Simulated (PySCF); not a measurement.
Atom-mapped SMILES (the numbers label the heavy atoms): `[CH3:1][O:2][CH2:3][CH2:4][P:5]([CH3:6])[CH3:7]` (H(Xn): hydrogen on atom n).

PySCF calculation with geometry: GFN2-xTB and shieldings: GIAO PBE0/pcSseg-1; single conformer, rapidly exchanging positions averaged, isolated molecule, non-relativistic.

Referencing at the same level of theory: $^{13}$C (σ = 186.93 ppm), $^{1}$H (σ = 31.72 ppm) against TMS; $^{17}$O (σ = 336.08 ppm) vs H2O; $^{31}$P (σ = 318.38 ppm) vs H3PO4.

```tsv
atoms	nucleus	count	δ (ppm)
O2	$^{17}$O	1	34.9
C6/C7	$^{13}$C	2	20.6
C3	$^{13}$C	1	74.0
H(C6)/H(C7)	$^{1}$H	6	?
H(C1)	$^{1}$H	3	3.47
P5	$^{31}$P	1	?
C4	$^{13}$C	1	?
H(C4)	$^{1}$H	2	1.53
H(C3)	$^{1}$H	2	3.55
C1	$^{13}$C	1	60.7
```

Fill in the missing shifts.

Answers


- C4: 39.6 ppm, sp3 CH2 bonded to P
- H(C6)/H(C7): 0.96 ppm, hydrogen on a methyl carbon bonded to P
- P5: -75.8 ppm, phosphorus bonded to 3 C

Shifts are as computed. Against solution values, carbons near 30 ppm lie about +3 ppm off and those near 130 ppm about +5 ppm. Of 1211 compounds with measured shifts, 218 miss one by over three times the rms of a fit or turn the order of signals round; such compounds aren't used in these exercises. Experimental scales use liquid or dissolved standards, which lie at an offset from isolated H2O (liquid H2O: subtract about 36 ppm) and H3PO4.
